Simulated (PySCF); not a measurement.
Sn(Cl)3(SeH) (Cl₃HSeSn), SMILES [Cl][Sn]([Cl])([Cl])[SeH].

Geometry optimised at B3LYP-D3(BJ)/def2-SVP. The structure was generated by enumeration; whether it is a known compound was not checked. The def2 effective core potentials stand for the cores of Sn; spin–orbit coupling is left out. One conformer was computed; it need not be the lowest.

Two levels are set side by side: TDA-PBE/def2-SVPD (PySCF) and TDA-B3LYP/def2-SVPD (PySCF). Vertical, same geometry. The lowest singlet is HOMO→LUMO 99 % with PBE and HOMO→LUMO 99 % with the other functional; states are paired by order. Differences are taken from unrounded values.

```
quantity                               TDA-B3LYP  TDA-PBE  TDA-PBE minus TDA-B3LYP
-------------------------------------  ---------  -------  -----------------------
lowest singlet excitation (eV)              3.10     2.76                    -0.34
lowest triplet excitation (TDA) (eV)        2.72     2.41                    -0.30
first bright state (f over 0.05) (eV)       4.72     4.22                    -0.50
its oscillator strength                     0.12     0.07                    -0.05
```

Functionals without exact exchange tend to place singlet excitations lower, as here. Differences between two approximate levels are no errors against the true value.

Rough cost on one machine, each run with all the roots and properties that it gave: TDA-B3LYP against TDA-PBE about 2 times.
